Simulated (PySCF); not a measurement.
Ligand exchange on a metal centre used in film growth or etching (Zr F-H). Gas-phase values, no solvent.

These are PBE-D3(BJ)/def2-TZVP // BP86-D3(BJ)/def2-SVP (PySCF 2.14.0) values and carry that method's errors. 

```json
[
 {"species": "0 of 4 F replaced by H ([Zr(F)4])", "HOMO–LUMO gap (eV)": "___", "mean distance from the central atom to its bonded neighbours (Å)": "___", "LUMO (eV)": "-2.35", "coordination number": "4"},
 {"species": "1 of 4 F replaced by H ([Zr(F)3(H)])", "HOMO–LUMO gap (eV)": "4.84", "mean distance from the central atom to its bonded neighbours (Å)": "1.892", "LUMO (eV)": "-2.82", "coordination number": "4"},
 {"species": "2 of 4 F replaced by H ([Zr(F)2(H)2])", "HOMO–LUMO gap (eV)": "___", "mean distance from the central atom to its bonded neighbours (Å)": "1.879", "LUMO (eV)": "-3.35", "coordination number": "4"},
 {"species": "3 of 4 F replaced by H", "HOMO–LUMO gap (eV)": "3.91", "mean distance from the central atom to its bonded neighbours (Å)": "___", "LUMO (eV)": "-3.34", "coordination number": "4"}
]
```

Question: Complete the blanks.

Answer: 
- 0 of 4 F replaced by H ([Zr(F)4]), HOMO–LUMO gap (eV): 7.79
- 0 of 4 F replaced by H ([Zr(F)4]), mean distance from the central atom to its bonded neighbours (Å): 1.908
- 2 of 4 F replaced by H ([Zr(F)2(H)2]), HOMO–LUMO gap (eV): 3.98
- 3 of 4 F replaced by H, mean distance from the central atom to its bonded neighbours (Å): 1.866
